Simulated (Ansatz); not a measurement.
`C[N](C)[Nb](=[NH])([N](C)C)[N](C)C`: the same geometry under several functionals.

```yaml
crystal:
  periodic: [false, false, false]
  atoms:
    - {symbol: C, position_ang: [-1.504828, 0.344799, 2.032523]}
    - {symbol: N, position_ang: [-0.074909, 0.258336, 1.873978]}
    - {symbol: C, position_ang: [0.616581, 0.337346, 3.135153]}
    - {symbol: Nb, position_ang: [0.695203, 0.173321, 0.034739]}
    - {symbol: N, position_ang: [2.399049, 0.598218, 0.118560]}
    - {symbol: N, position_ang: [-0.228602, 1.475465, -1.162786]}
    - {symbol: C, position_ang: [0.253762, 2.739576, -1.657184]}
    - {symbol: C, position_ang: [-1.515378, 1.132351, -1.713943]}
    - {symbol: N, position_ang: [0.533305, -1.675484, -0.699231]}
    - {symbol: C, position_ang: [-0.694358, -2.404440, -0.502383]}
    - {symbol: C, position_ang: [1.536692, -2.470750, -1.359390]}
    - {symbol: H, position_ang: [-1.900411, -0.489510, 2.631090]}
    - {symbol: H, position_ang: [-1.801363, 1.279798, 2.530728]}
    - {symbol: H, position_ang: [-2.018920, 0.326187, 1.065224]}
    - {symbol: H, position_ang: [1.694085, 0.293438, 2.980882]}
    - {symbol: H, position_ang: [0.381815, 1.273701, 3.663826]}
    - {symbol: H, position_ang: [0.330282, -0.491222, 3.800163]}
    - {symbol: H, position_ang: [3.375664, 0.841874, 0.165823]}
    - {symbol: H, position_ang: [1.236449, 2.959780, -1.241716]}
    - {symbol: H, position_ang: [-0.426421, 3.560664, -1.385305]}
    - {symbol: H, position_ang: [0.336299, 2.736506, -2.754712]}
    - {symbol: H, position_ang: [-1.853796, 0.150535, -1.364951]}
    - {symbol: H, position_ang: [-1.485789, 1.084890, -2.812690]}
    - {symbol: H, position_ang: [-2.287702, 1.864735, -1.434676]}
    - {symbol: H, position_ang: [-1.435883, -1.805468, 0.037642]}
    - {symbol: H, position_ang: [-0.532878, -3.317511, 0.089729]}
    - {symbol: H, position_ang: [-1.148191, -2.705600, -1.458531]}
    - {symbol: H, position_ang: [1.202469, -2.785879, -2.359258]}
    - {symbol: H, position_ang: [1.763401, -3.384899, -0.789923]}
    - {symbol: H, position_ang: [2.458674, -1.901558, -1.472280]}
basis:
  gaussian: {orbitals: def2-TZVPP}
hamiltonian: {xc: {name: B97M-V}}
output: {orbitals: {seedname: orbitals}}
```

```sh
$ ansatz run in.yaml --threads 11 --pin off --events-out ev --progress --plain --max-ram 174080MiB --backend cuda --devices 0, --max-vram 75GiB
```

Output, abridged:

```
Functional definition: B97M-V
3150 factors; their error is unknown
mean field evaluation 1: about -14008.8237 eV, gradient 1.4e2 eV
mean field evaluation 2: about -13794.7882 eV, gradient 3.3e2 eV
mean field evaluation 4: about -14042.0476 eV, gradient 6.0e1 eV
mean field evaluation 8: about -14049.9104 eV, gradient 7.3e-1 eV
mean field evaluation 16: about -14049.8597 eV, gradient 1.2e-2 eV
mean field -14049.85970690 eV, -516.3228208918 hartree, gradient 3.5e-5 eV, S^2 0.000000; 0 other end points of the search recorded, 0 dependent functions left out
reference -14049.85982842 eV, -516.3228253573 hartree; 48, 48 occupied and 584, 584 virtual orbitals, 3150 factors
Total energy: -14049.85982842 eV, -516.3228253573 hartree
```

Hardware: 11 threads of an AMD EPYC 7R13 on a shared host and a whole NVIDIA H100 80 GB. Wall time 4.5 s, peak host memory 1.4 GiB.

With the line `hamiltonian: {xc: pbe0, dispersion: d4}` (abridged; 4.2 s):

```
Functional definition: PBE0
mean field evaluation 16: about -14034.8198 eV, gradient 8.7e-4 eV
mean field -14034.81975455 eV, -515.7701128373 hartree, gradient 5.1e-5 eV, S^2 0.000000
Total energy: -14035.53917546 eV, -515.7965510681 hartree
```

Changing it to `hamiltonian: {xc: r2scan, dispersion: d4}` and forces (abridged; 5.5 s):

```
Functional definition: r2SCAN
mean field evaluation 16: about -14043.9098 eV, gradient 1.5e-2 eV
mean field -14043.90980824 eV, -516.1041661488 hartree, gradient 4.8e-5 eV, S^2 0.000000
Total energy: -14044.15977284 eV, -516.1133521785 hartree
Atom 0 force    -0.207797     0.015356     0.018529 eV/Å
Atom 1 force     0.031490    -0.023788    -0.010041 eV/Å
Atom 2 force     0.113276     0.013498     0.189980 eV/Å
Atom 3 force    -0.271988    -0.068108    -0.013175 eV/Å
Atom 4 force     0.411175     0.102588     0.020782 eV/Å
Atom 5 force     0.019091     0.013547     0.031580 eV/Å
Atom 6 force     0.082583     0.191829    -0.072975 eV/Å
Atom 7 force    -0.185563    -0.055961    -0.079443 eV/Å
Atom 8 force     0.017699     0.028259    -0.019920 eV/Å
Atom 9 force    -0.179111    -0.103218     0.033121 eV/Å
Atom 10 force     0.160524    -0.116184    -0.099055 eV/Å
Atom 11 force    -0.007031    -0.005145     0.010120 eV/Å
Atom 12 force    -0.004292     0.008909     0.013371 eV/Å
Atom 13 force     0.016382    -0.002288    -0.004265 eV/Å
Atom 14 force    -0.014766    -0.001636    -0.002979 eV/Å
Atom 15 force    -0.006291     0.003485     0.010001 eV/Å
Atom 16 force    -0.007201     0.000010     0.009208 eV/Å
Atom 17 force     0.066526     0.016605     0.003189 eV/Å
Atom 18 force    -0.013819    -0.006256    -0.001655 eV/Å
Atom 19 force    -0.007914     0.005107    -0.006337 eV/Å
Atom 20 force    -0.006150     0.004808    -0.009515 eV/Å
Atom 21 force     0.014316     0.003030     0.008688 eV/Å
Atom 22 force    -0.001804     0.006504    -0.015048 eV/Å
Atom 23 force    -0.009517     0.008712    -0.002646 eV/Å
Atom 24 force     0.012858     0.010736    -0.002629 eV/Å
Atom 25 force     0.003164    -0.016033     0.001485 eV/Å
Atom 26 force    -0.004944    -0.008778    -0.008301 eV/Å
Atom 27 force    -0.004040    -0.010223    -0.003247 eV/Å
Atom 28 force    -0.002159    -0.012210    -0.000907 eV/Å
Atom 29 force    -0.014699    -0.003157     0.002082 eV/Å
Dipole moment:    -0.272736    -0.068080    -0.013526 e Å
```

The same input with `hamiltonian: {xc: {name: wB97M-V}}` and forces (abridged; 7 s):

```
Functional definition: wB97M-V
mean field evaluation 16: about -14041.5003 eV, gradient 1.4e-2 eV
mean field -14041.50026874 eV, -516.0156172054 hartree, gradient 8.9e-5 eV, S^2 0.000000
Total energy: -14041.50036581 eV, -516.0156207728 hartree
Atom 0 force    -0.337244     0.027408     0.079341 eV/Å
Atom 1 force     0.143116    -0.027996    -0.245997 eV/Å
Atom 2 force     0.145336     0.015828     0.335396 eV/Å
Atom 3 force     0.184234     0.045830     0.009148 eV/Å
Atom 4 force    -0.173407    -0.043026    -0.007881 eV/Å
Atom 5 force     0.152347    -0.151216     0.182800 eV/Å
Atom 6 force     0.092579     0.325465    -0.137906 eV/Å
Atom 7 force    -0.306653    -0.048949    -0.154896 eV/Å
Atom 8 force     0.053563     0.266781     0.077559 eV/Å
Atom 9 force    -0.276046    -0.208329     0.030789 eV/Å
Atom 10 force     0.230803    -0.223874    -0.173784 eV/Å
Atom 11 force     0.029568     0.063385    -0.052182 eV/Å
Atom 12 force     0.027896    -0.072955    -0.038375 eV/Å
Atom 13 force     0.024448    -0.001799     0.037988 eV/Å
Atom 14 force    -0.074184     0.003801     0.018902 eV/Å
Atom 15 force     0.017145    -0.074485    -0.046564 eV/Å
Atom 16 force     0.024395     0.066992    -0.054182 eV/Å
Atom 17 force    -0.017114    -0.004298    -0.000763 eV/Å
Atom 18 force    -0.068810    -0.008319    -0.033620 eV/Å
Atom 19 force     0.056195    -0.066805    -0.021233 eV/Å
Atom 20 force    -0.007741    -0.004509     0.089092 eV/Å
Atom 21 force     0.015560     0.041092    -0.010235 eV/Å
Atom 22 force     0.001949     0.005362     0.086860 eV/Å
Atom 23 force     0.059473    -0.061409    -0.017972 eV/Å
Atom 24 force     0.032000    -0.020745    -0.024222 eV/Å
Atom 25 force    -0.007896     0.073157    -0.046965 eV/Å
Atom 26 force     0.032414     0.028085     0.076204 eV/Å
Atom 27 force     0.028028     0.026448     0.081114 eV/Å
Atom 28 force    -0.020993     0.075755    -0.042578 eV/Å
Atom 29 force    -0.060960    -0.046674     0.004162 eV/Å
Dipole moment:    -0.258784    -0.064636    -0.012854 e Å
```

The same input with `hamiltonian: {xc: {name: BHLYP}, dispersion: d4}` (abridged; 4.8 s):

```
Functional definition: BHLYP
mean field evaluation 16: about -14038.9393 eV, gradient 6.4e-4 eV
mean field -14038.93925874 eV, -515.9215018237 hartree, gradient 6.5e-5 eV, S^2 0.000000
Total energy: -14039.91864402 eV, -515.9574935692 hartree
```
